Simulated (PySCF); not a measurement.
Coordinates in bohr (charge 0 multiplicity 1):
```
Yb    0.0000    0.0000   -0.5206
Cl    4.3740    0.0000    1.2329
Cl   -4.3740    0.0000    1.2329
```

Method: B3LYP/[Yb def2-SVP with ECP28, Cl def2-SVP], scalar-relativistic core potentials, density fitting, no spin–orbit coupling, PySCF.

This geometry of YbCl₂ is a stationary point at this level.

**Question.** What is the point group?

**Answer.** C2v.

**Question.** Is it a minimum?

**Answer.** Yes: all harmonic wavenumbers are real, though the softest, 42 cm⁻¹, leaves little margin.

**Question.** List the harmonic modes with their infrared intensities.

**Answer.** 
| symmetry | ω (cm⁻¹) | IR (km/mol) | type |
| --- | --- | --- | --- |
| a1 | 42 | 17.1 | bend |
| a1 | 292 | 7.9 | stretch |
| b2 | 309 | 73.4 | stretch |

**Question.** Give the atomic charges and bond orders.

**Answer.** 
```tsv
atom	Mulliken	Löwdin	polar tensor	Mayer order to Yb1
Yb1	0.84	0.33	1.42	–
Cl2,3	-0.42	-0.16	-0.71	1.03
```

**Question.** Give the ideal-gas entropy at 298.15 K and 1 bar by parts.

**Answer.** translation 177.4, rotation 108.1, vibration 33.3, spin 0.0; total 318.9 J/(mol K).

In C2v the vibrations span 2a1 + b2. Here b1 is antisymmetric to the molecular plane and b2 lies in it.

Stability towards spin polarisation was not tested. This need not be the most stable arrangement of these atoms.
